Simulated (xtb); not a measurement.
C₃H₉GeO₄ (SMILES C[O][Ge]([O])([O]C)[O]C), doublet, from a rough starting geometry; xtb 6.7.1 with GFN2-xTB.

Input for xtb:
```
$ xtb mol.xyz --gfn 2 --uhf 1 --opt vtight --json

# file mol.xyz
17

C     -0.36045802     2.48046608     0.19158431
O      0.15317588     1.73841443    -0.80592689
Ge     0.10368709    -0.06460903    -0.81102874
O      0.36075008    -0.88173000    -2.17167769
O     -1.46233056    -0.21664654    -0.08276898
C     -2.23350802    -1.41407340    -0.01497138
O      1.22742243    -0.43390862     0.51048411
C      2.53452966    -0.98839966     0.39593778
H     -0.76810350     3.40905184    -0.17410818
H     -1.14550736     1.98290155     0.79787630
H      0.44832794     2.77948069     0.95855588
H     -2.52435819    -1.68927236    -0.99654333
H     -1.68371680    -2.19484561     0.49936750
H     -3.13352348    -1.11032038     0.58505663
H      2.82723838    -1.41415993     1.32491912
H      3.28548242    -0.20692924     0.14065891
H      2.49854632    -1.77598984    -0.38673235
```

Question: Predict the main parts of the log of this xtb run.

Answer: 
```
   ID    Z sym.   atoms
    1    6 C      1, 6, 8
    2    8 O      2, 4, 5, 7
    3   32 Ge     3
    4    1 H      9-17

           -------------------------------------------------
          |                Calculation Setup                |
           -------------------------------------------------

           -------------------------------------------------
          |                 G F N 2 - x T B                 |
           -------------------------------------------------

          ...................................................
          :                      SETUP                      :
          :.................................................:
          :  # basis functions                  47          :
          :  # atomic orbitals                  46          :
          :  # shells                           26          :
          :  # electrons                        49          :
          :  max. iterations                   250          :
          :  Hamiltonian                  GFN2-xTB          :
          :  restarted?                      false          :
          :  GBSA solvation                  false          :
          :  PC potential                    false          :
          :  electronic temp.          300.0000000     K    :
          :  accuracy                    1.0000000          :
          :  -> integral cutoff          0.2500000E+02      :
          :  -> integral neglect         0.1000000E-07      :
          :  -> SCF convergence          0.1000000E-05 Eh   :
          :  -> wf. convergence          0.1000000E-03 e    :
          :  Broyden damping             0.4000000          :
          :  net charge                          0          :
          :  unpaired electrons                  1          :
          ...................................................

 iter      E             dE          RMSdq      gap      omega  full diag
   1    -28.1817878 -0.281818E+02  0.767E+00    5.65       0.0  T
   2    -28.0066752  0.175113E+00  0.780E+00    9.41       1.0  T
   3    -29.3053685 -0.129869E+01  0.362E+00    7.18       1.0  T
   4    -29.1267647  0.178604E+00  0.407E+00    6.16       1.0  T
   5    -29.2354871 -0.108722E+00  0.265E+00    6.32       1.0  T
   6    -29.3001117 -0.646246E-01  0.137E+00    6.91       1.0  T
   7    -29.3162362 -0.161246E-01  0.108E+00    6.99       1.0  T
   8    -29.3375866 -0.213503E-01  0.696E-01    7.08       1.0  T
   9    -29.3399677 -0.238114E-02  0.583E-01    7.14       1.0  T
  10    -29.3455154 -0.554773E-02  0.248E-01    7.14       1.0  T
  11    -29.3361674  0.934800E-02  0.575E-01    7.14       1.0  T
  12    -29.3454233 -0.925586E-02  0.111E-01    7.14       1.0  T
  13    -29.3454919 -0.686291E-04  0.905E-02    7.14       1.0  T
  14    -29.3455947 -0.102805E-03  0.572E-02    7.14       1.0  T
  15    -29.3456186 -0.238980E-04  0.432E-02    7.14       1.0  T
  16    -29.3456409 -0.222468E-04  0.263E-02    7.14       1.0  T
  17    -29.3456515 -0.105829E-04  0.874E-03    7.14       2.8  T
  18    -29.3456527 -0.124799E-05  0.178E-03    7.14      13.6  T
  19    -29.3456528 -0.584248E-07  0.448E-04    7.14      54.2  T
  20    -29.3456528  0.311868E-08  0.476E-04    7.14      51.0  T

   *** convergence criteria satisfied after 20 iterations ***

         :::::::::::::::::::::::::::::::::::::::::::::::::::::
         ::                     SUMMARY                     ::
         :::::::::::::::::::::::::::::::::::::::::::::::::::::
         :: total energy             -29.150785001600 Eh    ::
         :: gradient norm              0.091828953967 Eh/a0 ::
         :: HOMO-LUMO gap              7.141139681856 eV    ::
         ::.................................................::
         :: SCC energy               -29.345591205486 Eh    ::
         :: -> isotropic ES            0.066633662326 Eh    ::
         :: -> anisotropic ES         -0.003371083558 Eh    ::
         :: -> anisotropic XC          0.003288979456 Eh    ::
         :: -> dispersion             -0.010851278113 Eh    ::
         :: repulsion energy           0.194806203887 Eh    ::
         :: add. restraining           0.000000000000 Eh    ::
         :: total charge               0.000000000013 e     ::
         :::::::::::::::::::::::::::::::::::::::::::::::::::::

      -----------------------------------------------------------
     |                   =====================                   |
     |                        A N C O P T                        |
     |                   =====================                   |
     |               Approximate Normal Coordinate               |
     |                Rational Function Optimizer                |
      -----------------------------------------------------------
      -----------------------------------------------------------
     |                   =====================                   |
     |                        A N C O P T                        |
     |                   =====================                   |
     |               Approximate Normal Coordinate               |
     |                Rational Function Optimizer                |
      -----------------------------------------------------------

          ...................................................
          :                      SETUP                      :
          :.................................................:
          :   optimization level         verytight          :
          :   max. optcycles                   340          :
          :   ANC micro-cycles                  20          :
          :   degrees of freedom                45          :
          :.................................................:
          :   RF solver                   davidson          :
          :   write xtbopt.log                true          :
          :   linear?                        false          :
[...]
 * total energy  :   -29.1601602 Eh     change       -0.5024891E-06 Eh
 * total energy  :   -29.1601607 Eh     change       -0.4776560E-06 Eh
 * total energy  :   -29.1601610 Eh     change       -0.3194490E-06 Eh
 * total energy  :   -29.1601614 Eh     change       -0.3981978E-06 Eh
 * total energy  :   -29.1601619 Eh     change       -0.4765302E-06 Eh
 * total energy  :   -29.1601623 Eh     change       -0.4181547E-06 Eh
 * total energy  :   -29.1601627 Eh     change       -0.4253402E-06 Eh
 * total energy  :   -29.1601632 Eh     change       -0.4811122E-06 Eh
 * total energy  :   -29.1601636 Eh     change       -0.4211804E-06 Eh
 * total energy  :   -29.1601638 Eh     change       -0.2190267E-06 Eh
 * total energy  :   -29.1601640 Eh     change       -0.1299259E-06 Eh
 * total energy  :   -29.1601641 Eh     change       -0.9411464E-07 Eh
   *** GEOMETRY OPTIMIZATION CONVERGED AFTER 34 ITERATIONS ***
         :: total energy             -29.160164069481 Eh    ::
[...]

    * Orbital Energies and Occupations

         #    Occupation            Energy/Eh            Energy/eV
      -------------------------------------------------------------
         1        2.0000           -0.7210209             -19.6200
       ...           ...                  ...                  ...
        13        2.0000           -0.5470880             -14.8870
        14        2.0000           -0.5438891             -14.8000
        15        2.0000           -0.5413427             -14.7307
        16        2.0000           -0.5347204             -14.5505
        17        2.0000           -0.5038429             -13.7103
        18        2.0000           -0.4641308             -12.6296
        19        2.0000           -0.4577615             -12.4563
        20        2.0000           -0.4528286             -12.3221
        21        2.0000           -0.4413078             -12.0086
        22        2.0000           -0.4376608             -11.9094
        23        1.9821           -0.4305209             -11.7151
        24        1.7918           -0.4279857             -11.6461
        25        1.2261           -0.4255472             -11.5797 (HOMO)
        26                         -0.1816784              -4.9437 (LUMO)
        27                         -0.0516365              -1.4051
        28                         -0.0310028              -0.8436
        29                          0.0257422               0.7005
        30                          0.0716208               1.9489
        31                          0.0803710               2.1870
        32                          0.1145668               3.1175
        33                          0.1275959               3.4721
        34                          0.1308241               3.5599
        35                          0.1489092               4.0520
        36                          0.1718238               4.6756
       ...                                ...                  ...
        46                          0.8893037              24.1992
      -------------------------------------------------------------
                  HL-Gap            0.2438688 Eh            6.6360 eV
             Fermi-level           -0.3651645 Eh           -9.9366 eV

     #   Z          covCN         q      C6AA      α(0)
     1   6 C        3.687     0.042    20.062     6.412
     2   8 O        1.630    -0.284    18.740     5.843
     3  32 Ge       3.241     0.476   185.777    25.647
     4   8 O        0.785    -0.375    21.211     6.173
     5   8 O        1.625    -0.314    19.270     5.925
     6   6 C        3.659     0.047    20.069     6.429
     7   8 O        1.623    -0.313    19.249     5.922
     8   6 C        3.657     0.045    20.104     6.436
     9   1 H        0.924     0.085     1.927     2.171
    10   1 H        0.924     0.088     1.903     2.157
    11   1 H        0.924     0.068     2.106     2.270
    12   1 H        0.924     0.079     1.994     2.208
    13   1 H        0.924     0.053     2.286     2.364
    14   1 H        0.924     0.082     1.956     2.187
    15   1 H        0.924     0.082     1.954     2.186
    16   1 H        0.924     0.073     2.058     2.243
    17   1 H        0.924     0.067     2.123     2.278

 Mol. C6AA /au·bohr⁶  :       3264.703822
 Mol. C8AA /au·bohr⁸  :     104997.945162
 Mol. α(0) /au        :         88.852179

Wiberg/Mayer (AO) data.
largest (>0.10) Wiberg bond orders for each atom

 ---------------------------------------------------------------------------
     #   Z sym  total        # sym  WBO       # sym  WBO       # sym  WBO
 ---------------------------------------------------------------------------
     1   6 C    3.910 --     2 O    1.020    11 H    0.965    10 H    0.940
                             9 H    0.934
     2   8 O    2.227 --     1 C    1.020     3 Ge   0.921     4 O    0.115
     3  32 Ge   4.349 --     4 O    1.663     2 O    0.921     5 O    0.865
                             7 O    0.852
     4   8 O    2.089 --     3 Ge   1.663     7 O    0.126     2 O    0.115
     5   8 O    2.171 --     6 C    1.024     3 Ge   0.865
     6   6 C    3.925 --     5 O    1.024    13 H    0.978    12 H    0.944
                            14 H    0.934
     7   8 O    2.196 --     8 C    1.029     3 Ge   0.852     4 O    0.126
     8   6 C    3.916 --     7 O    1.029    17 H    0.971    16 H    0.942
                            15 H    0.929
     9   1 H    0.970 --     1 C    0.934
    10   1 H    0.978 --     1 C    0.940
    11   1 H    0.979 --     1 C    0.965
    12   1 H    0.973 --     6 C    0.944
    13   1 H    0.995 --     6 C    0.978
    14   1 H    0.973 --     6 C    0.934
    15   1 H    0.963 --     8 C    0.929
    16   1 H    0.974 --     8 C    0.942
    17   1 H    0.991 --     8 C    0.971
 ---------------------------------------------------------------------------

Topologies differ in total number of bonds
Writing topology from bond orders to xtbtopo.mol

molecular dipole:
                 x           y           z       tot (Debye)
 q only:       -0.223      -0.011       1.402
   full:       -0.282       0.181       1.894       4.890
molecular quadrupole (traceless):
                xx          xy          yy          xz          yz          zz
 q only:        7.778      -1.070       5.537       1.666      -0.402     -13.315
  q+dip:        9.008      -0.365       5.731       3.055      -2.205     -14.739
   full:       10.045      -0.399       6.525       2.670      -2.842     -16.571

optimized geometry written to: xtbopt.xyz

           -------------------------------------------------
          | TOTAL ENERGY              -29.160164069481 Eh   |
          | GRADIENT NORM               0.000055725269 Eh/α |
          | HOMO-LUMO GAP               6.636008225223 eV   |
           -------------------------------------------------

normal termination of xtb
```
